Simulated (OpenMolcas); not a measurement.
The numbers below are computed, except where a source is named.
# Ag4+: input and output

Ag4+ among 6 point charges of -1.7 e arranged as a trigonal antiprism (D3d), 2.18 Å from the ion, with a polar angle of 51.5° against the regular 54.74°. With inversion symmetry the input lists one of each pair of outer charges.

Input:

```
&GATEWAY
Coord
1

Ag 0.0 0.0 0.0
Basis=ANO-RCC-VDZP
Group=XYZ
NoMove
AngMom=0.0 0.0 0.0
AMFI
XField
3 Angstrom 0
0.000000 1.704936 1.358526 -1.700000
1.476518 -0.852468 1.358526 -1.700000
1.476518 0.852468 -1.358526 -1.700000
&SEWARD
&RASSCF
FileOrb=start.orb
Symmetry=1
Spin=4
nActEl=7 0 0
Inactive=9 9
Ras2=5 0
CIRoot=10 10 1
SDav=10
CIMx=300
Iter=120 100
PrWF=0.3
OrbListing=Nothing
MaxOrb=0
>>> COPY $Project.JobIph JOB001
&RASSCF
FileOrb=start.orb
Symmetry=1
Spin=2
nActEl=7 0 0
Inactive=9 9
Ras2=5 0
CIRoot=40 40 1
SDav=40
CIMx=300
Iter=120 100
PrWF=0.3
OrbListing=Nothing
MaxOrb=0
>>> COPY $Project.JobIph JOB002
&RASSI
NrOfJobIphs=2 10 40
1 2 3 4 5 6 7 8 9 10
1 2 3 4 5 6 7 8 9 10 11 12 13 14 15 16 17 18 19 20 21 22 23 24 25 26 27
28 29 30 31 32 33 34 35 36 37 38 39 40
IphNames
JOB001
JOB002
EJob
SpinOrbit
DIPRint=1.0
SOCoupling=1000.0
Subsets=2
Property=9
'ANGMOM' 1 'ANGMOM' 2 'ANGMOM' 3 'MLTPL  1' 1 'MLTPL  1' 2 'MLTPL  1' 3
'AMFI' 1 'AMFI' 2 'AMFI' 3
SOProperty=3
'ANGMOM' 1 'ANGMOM' 2 'ANGMOM' 3
```

A driver script runs the steps one by one and writes start.orb anew before each from the orbitals found so far.

Output, cut to the results:

```
--- SEWARD ---
Basis set label: AG.ANO-RCC...6S5P3D1F.

      Electronic valence basis set:
      ------------------
      Associated Effective Charge  47.000000 au
      Associated Actual Charge     47.000000 au
      Nuclear Model: Point charge

      Shell  nPrim  nBasis  Cartesian Spherical Contaminant
         s      21       6        X
         p      18       5        X
         d      13       3                 X
         f       6       1                 X
                  Relativistic Douglas-Kroll-Hess integrals:
                    - DKH order of Hamiltonian: 2
                    - DKH order of Properties : 0
                  Atomic mean-field integrals
--- RASSCF ---
Wave function specifications:
      -----------------------------

      Number of closed shell electrons          36
      Number of electrons in active shells       7
      Max number of holes in RAS1 space          0
      Max nr of electrons in RAS3 space          0
      Number of inactive orbitals               18
      Number of active orbitals                  5
      Number of secondary orbitals              20
      Spin quantum number                      1.5
      State symmetry                             1
Orbital specifications:
      -----------------------

      Symmetry species                           1   2
                                                ag  au
      Frozen orbitals                            0   0
      Inactive orbitals                          9   9
      Active orbitals                            5   0
      RAS1 orbitals                              0   0
      RAS2 orbitals                              5   0
      RAS3 orbitals                              0   0
      Secondary orbitals                         7  13
      Deleted orbitals                           0   0
      Number of basis functions                 21  22
      Number of CSFs                            10
      Number of root(s) required                10
      Iter CI   SX   CI       RASSCF       Energy    max ROT     max BLB   max BLB  Level Ln srch  Step   QN
          iter iter root      energy       change     param      element    value   shift minimum  type update
 Nr of preliminary CI iterations:   1
      Total energies have been shifted. Add                -5000.00 au
        1   1    7    0  -317.20615151    0.00E+00   1.66E-01*  13  20 1  6.48E-01*  0.00   0.00    SX    NO
        2   1    6    0  -317.71919655   -5.13E-01*  2.77E-02    8  14 2  2.12E-01*  0.00   0.00    SX    NO
        3   1    5    0  -317.73828149   -1.91E-02*  1.64E-02   13  20 1  4.92E-02*  0.00   0.00    SX    NO
        4   1    5    0  -317.74116832   -2.89E-03*  6.93E-03    8  14 2  2.61E-02*  0.00   0.00    SX    NO
        5   1    5    0  -317.74172716   -5.59E-04*  2.18E-03    9  15 2 -1.10E-02*  0.00   0.69    QN   YES
        6   1    4    0  -317.74187039   -1.43E-04*  3.69E-05   13  20 1  1.43E-04*  0.00   1.01    QN   YES
        7   1    3    0  -317.74187041   -2.69E-08*  2.78E-06    8  14 2  1.27E-05   0.00   1.03    QN   YES
        8   1    2    0  -317.74187041   -1.36E-10  -4.46E-07    8  14 2  1.66E-06   0.00   1.11    QN   YES
      Convergence after  8 iterations
        9   1    2    0  -317.74187041    3.64E-12  -4.46E-07    9  12 2  7.08E-08   0.00   1.11    QN   YES
      Natural orbitals and occupation numbers for root  1
      sym 1:   1.986120   1.986120   1.000000   1.013880   1.013880
      Natural orbitals and occupation numbers for root  2
      sym 1:   1.976404   1.000000   1.023596   1.976404   1.023596
      Natural orbitals and occupation numbers for root  3
      sym 1:   1.976404   1.000000   1.976404   1.023596   1.023596
::    RASSCF root number  1 Total energy:  -5317.77425958
::    RASSCF root number  2 Total energy:  -5317.77334188
::    RASSCF root number  3 Total energy:  -5317.77334187
::    RASSCF root number  4 Total energy:  -5317.76345809
::    RASSCF root number  5 Total energy:  -5317.75973418
::    RASSCF root number  6 Total energy:  -5317.75973418
::    RASSCF root number  7 Total energy:  -5317.74633779
::    RASSCF root number  8 Total energy:  -5317.69660110
::    RASSCF root number  9 Total energy:  -5317.68594773
::    RASSCF root number 10 Total energy:  -5317.68594773
--- RASSCF ---
Wave function specifications:
      -----------------------------

      Number of closed shell electrons          36
      Number of electrons in active shells       7
...
--- RASSI ---
SPIN-FREE ENERGIES:
  (Shifted by EMIN (a.u.) =      -5317.7742595811)

 SF State       Relative EMIN(au)   Rel lowest level(eV)    D:o, cm**(-1)      L_eff

     1             0.0000000000        0.0000000000              0.0000         3.0
     2             0.0009177061        0.0249720539            201.4132         3.0
     3             0.0009177068        0.0249720748            201.4134         3.0
     4             0.0108014911        0.2939235473           2370.6533         3.0
     5             0.0145254009        0.3952562939           3187.9570         3.0
     6             0.0145254026        0.3952563418           3187.9574         3.0
     7             0.0279217910        0.7597906406           6128.1248         3.0
    11             0.0768448590        2.0910551403          16865.4971         4.0
    12             0.0768448619        2.0910552189          16865.4977         4.0
     8             0.0776584786        2.1131948561          17044.0660         1.1
    13             0.0831871398        2.2636373926          18257.4668         3.9
    14             0.0844675218        2.2984783622          18538.4782         4.0
    15             0.0844675218        2.2984783622          18538.4782         4.0
    16             0.0847609654        2.3064633693          18602.8816         4.2
    17             0.0858340171        2.3356625937          18838.3893         4.0
    18             0.0858340179        2.3356626153          18838.3894         4.0
     9             0.0883118509        2.4030878842          19382.2109         1.0
    10             0.0883118519        2.4030879110          19382.2111         1.0
    19             0.0914356036        2.4880895252          20067.7954         4.0
    20             0.1048377548        2.8527806390          23009.2276         3.1
    21             0.1048377555        2.8527806579          23009.2277         3.1
...
```

Spin-orbit levels above the lowest (labels of D3, the rotations of D3d):

```tsv
E (cm-1)	Degeneracy	Label	2S+1	g
0.0	2	E1/2	4	4.18 4.18 6.28
612.4	2	E3/2	4	0.00 0.00 8.21
696.4	2	E1/2	4	2.91 3.72 3.72
1917	2	E3/2	4	0.00 0.00 5.42
2204	2	E1/2	4	0.84 5.02 5.02
4420	2	E1/2	4	0.74 0.74 2.45
5631	2	E3/2	4	0.00 0.00 3.75
5655	2	E1/2	4	1.57 1.57 3.95
5928	2	E1/2	4	0.19 0.19 5.58
7374	2	E1/2	4	0.88 0.88 2.45
7646	2	E3/2	4	0.00 0.00 2.09
7743	2	E1/2	4	0.05 0.14 0.14
10695	2	E3/2	4	0.00 0.00 2.75
10985	2	E1/2	4	1.31 1.37 1.37
18448	2	E1/2	2	0.45 3.87 3.87
18565	2	E3/2	4 (58 %)	0.00 0.00 4.60
19233	2	E3/2	2 (78 %)	0.00 0.00 4.96
19286	2	E1/2	4 (84 %)	2.04 3.59 3.59
20111	2	E3/2	2	0.00 0.00 3.40
20201	2	E1/2	2 (70 %)	0.17 1.74 1.74
```

Spin-orbit coupling mixes the spin-free states strongly: the lowest level takes only 62 % from its leading state, 4E, which lies 201 cm-1 above the lowest spin-free state. Without dynamic correlation the repulsion within the d shell is too large (B by tens of per cent), so at a given field states of lower spin stand too high. Point charges give a weaker field than real ligands, and real ions of this kind are as a rule low spin; the high spin found here belongs to the model. Point charges carry no covalency, so the field is a model and not that of real ligands. No measured value stands beside these numbers.
